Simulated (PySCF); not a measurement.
Identify the unknown among the candidates.

All candidates are C5H10F2O.

| technique | computed result |
| --- | --- |
| UV, strongest line | among the 6 lowest singlet transitions: S3 at 9.00 eV (138 nm, f = 0.041) [TDDFT PBE0/def2-SVPD] |
| UV, first state | lowest singlet excitation: 8.32 eV (149 nm, f = 0.011) [TDDFT PBE0/def2-SVPD] |
| Rotational structure | rotational constants A, B, C: 2.967, 1.321, 0.964 GHz [GFN2-xTB] |
| NMR, other nuclei | isotropic shieldings of nuclei other than C and H, by class: 198 (1 O), 255 (1 F), 266 (1 F) ppm [GIAO PBE0/pcSseg-1] |
| 13C NMR | chemical shifts (computed TMS as zero) by class: 127.4 (1 C), 83.6 (1 C), 34.6 (1 C), 24.8 (1 C), 13.5 (1 C) ppm [GIAO PBE0/pcSseg-1] |
| Triplet | lowest triplet excitation (Tamm–Dancoff): 8.16 eV [TDA PBE0/def2-SVPD] |
| 1H NMR | chemical shifts (computed TMS as zero) by class: 6.28 (1 H), 3.45 (1 H), 1.67 (1 H), 1.41 (3 H), 1.38 (1 H), 1.16 (3 H) ppm [GIAO PBE0/pcSseg-1] |
| Dipole | 3.33 D [PBE0/def2-SVPD] |
| Polarisability | 68.7 au [PBE0/def2-SVPD] |

The electronic properties come from PySCF, for the isolated species, density fitting. Levels stand in brackets. Geometry: GFN2-xTB, one conformer, isolated molecule. Each NMR value is the plain mean over a class of atoms that symmetry, rotation or inversion makes alike.

Question: Which candidate is it?
A. `CC(C)(CF)OCF`
B. `CC[C@H](C)OC(F)F`
C. `COCC[C@H](F)CF`
D. `CCO[C@@H](C)C(F)F`

Answer: B. It is `CC[C@H](C)OC(F)F`. Numbering: `[CH3:1][CH2:2][C@H:3]([CH3:4])[O:5][CH:6]([F:7])[F:8]`. Its formula, C5H10F2O, gives 0 degrees of unsaturation, so no ring and no π bond. 5 carbons fall into 5 classes; from least to most shielded: CHF2 carbon [C6] (127.4 ppm), sp3 carbon bound to oxygen [C3] (83.6 ppm), chain CH2 carbon [C2] (34.6 ppm), methyl carbon [C4] (24.8 ppm), methyl carbon [C1] (13.5 ppm). Hydrogen classes from least to most shielded: 1 H on a CHF2 carbon, C6 (6.28 ppm), 1 H on an sp3 carbon bound to oxygen, C3 (3.45 ppm), 1 H on a chain CH2 carbon, C2 (1.67 ppm), 3 H on a methyl carbon, C4 (1.41 ppm, a mean of values up to 0.9 ppm apart in this geometry), 1 H on a chain CH2 carbon, C2 (1.38 ppm), 3 H on a methyl carbon, C1 (1.16 ppm, a mean of values up to 0.9 ppm apart in this geometry). The other shieldings belong to: 198 ppm, ether oxygen [O5]; 255 ppm, fluorine of a CF2 group [F8]; 266 ppm, fluorine of a CF2 group [F7]. The optimised geometry has point group C1 and is an asymmetric top.

The others, at the same levels:
- `CCO[C@@H](C)C(F)F` fails: its computed 13C shifts are 127.7 (1 C), 81.8 (1 C), 71.4 (1 C), 18.6 (1 C), 18.3 (1 C) ppm, 1H shifts are 5.81 (1 H), 4.18 (1 H), 3.53 (1 H), 3.41 (1 H), 1.30 (3 H), 1.27 (3 H) ppm and rotational constant A is 3.276 GHz (against 2.967 GHz).
- `COCC[C@H](F)CF` fails: its computed 13C shifts are 92.9 (1 C), 90.7 (1 C), 71.6 (1 C), 61.5 (1 C), 35.2 (1 C) ppm, 1H shifts are 5.30 (1 H), 4.90 (1 H), 4.58 (1 H), 3.63 (1 H), 3.60 (1 H), 3.58 (3 H), 2.19 (1 H), 1.72 (1 H) ppm and rotational constant A is 4.424 GHz (against 2.967 GHz).
- `CC(C)(CF)OCF` fails: its computed lowest singlet excitation is 8.07 eV (154 nm, f = 0.033) (against 8.32 eV), lowest triplet excitation (Tamm–Dancoff) is 7.95 eV (against 8.16 eV) and rotational constant A is 2.712 GHz (against 2.967 GHz).

Each candidate is one conformer, not necessarily the lowest. Dipoles, sizes and rotational constants follow the conformer. The torsions of the flexible species, by atom-mapped SMILES:
- `[CH3:1][CH2:2][C@H:3]([CH3:4])[O:5][CH:6]([F:7])[F:8]`: C1–C2–C3–C4 -175°, C2–C3–O5–C6 -154°, C3–O5–C6–F7 158°
- `[CH3:1][CH2:2][O:3][C@@H:4]([CH3:5])[CH:6]([F:7])[F:8]`: C1–C2–O3–C4 -169°, C2–O3–C4–C5 163°, O3–C4–C6–F7 78°
- `[CH3:1][O:2][CH2:3][CH2:4][C@H:5]([F:6])[CH2:7][F:8]`: C1–O2–C3–C4 177°, O2–C3–C4–C5 -66°, C3–C4–C5–F6 -68°, C4–C5–C7–F8 41°
- `[CH3:1][C:2]([CH3:3])([CH2:4][F:5])[O:6][CH2:7][F:8]`: C1–C2–C4–F5 -58°, C1–C2–O6–C7 -178°, C2–O6–C7–F8 78°
